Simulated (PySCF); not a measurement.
# Correlation energy of N(2+) (nitrogen, charge +2)

[He] 2s1 2p1 3s1, high-spin 4P determinant (an excited configuration). Computed with PySCF 2.14 in aug-cc-pVDZ-DK (4s3p2d, 23 functions), with the spin-free X2C one-electron Hamiltonian (Gaussian nucleus). Frozen: 1s2; 3 electrons correlated.

| level | correlation energy (mhartree) |
| --- | --- |
| CCSD | -11.19 |
| (T) | -0.05 |
| CCSD(T) | -11.24 |
| CCSDT | -11.25 |
| FCI | -11.25 |

Diagnostics: T1 = 0.0045, D1 = 0.0106, largest double amplitude 0.056, weight of the Hartree-Fock determinant in FCI 0.9863 (1540 determinants).

The outer electron is Rydberg-like, and this basis confines it to a smaller radius and binds it less than a complete one would.

Cost of the coupled-cluster step: roughly 0.17 core-seconds, for 3 correlated electrons.

Iterations:

```
CC2 = 0
CCSD nocc = (np.int64(3), np.int64(0)), nmo = (22, 22)
frozen orbitals [[0], [0]]
max_cycle = 100
direct = 0
conv_tol = 1e-08
conv_tol_normt = 1e-06
diis_space = 8
diis_start_cycle = 0
Init t2, MP2 energy = -0.00605027786200593
Init E_corr(UCCSD) = -0.00605027786219394
cycle = 1  E_corr(UCCSD) = -0.00843044382704308  dE = -0.00238016596  norm(t1,t2) = 0.0247412
cycle = 2  E_corr(UCCSD) = -0.00953914940858624  dE = -0.00110870558  norm(t1,t2) = 0.0148537
cycle = 3  E_corr(UCCSD) = -0.0109971818936109  dE = -0.00145803249  norm(t1,t2) = 0.00982687
cycle = 4  E_corr(UCCSD) = -0.0110700605188276  dE = -7.28786252e-05  norm(t1,t2) = 0.00383424
cycle = 5  E_corr(UCCSD) = -0.0111882575617677  dE = -0.000118197043  norm(t1,t2) = 0.00161095
cycle = 6  E_corr(UCCSD) = -0.0111836731824378  dE = 4.58437933e-06  norm(t1,t2) = 0.000360587
cycle = 7  E_corr(UCCSD) = -0.0111848488044662  dE = -1.17562203e-06  norm(t1,t2) = 0.000230463
cycle = 8  E_corr(UCCSD) = -0.0111925774956893  dE = -7.72869122e-06  norm(t1,t2) = 0.00108702
cycle = 9  E_corr(UCCSD) = -0.0111878469752722  dE = 4.73052042e-06  norm(t1,t2) = 2.12727e-05
cycle = 10  E_corr(UCCSD) = -0.0111892419978915  dE = -1.39502262e-06  norm(t1,t2) = 8.46298e-06
cycle = 11  E_corr(UCCSD) = -0.0111892318040972  dE = 1.01937943e-08  norm(t1,t2) = 3.88446e-07
cycle = 12  E_corr(UCCSD) = -0.0111892297834793  dE = 2.02061791e-09  norm(t1,t2) = 1.49217e-07
UCCSD converged
E(UCCSD) = -51.59181124025405  E_corr = -0.01118922978347931
UCCSD(T) correction = -4.62226069649557e-05
```
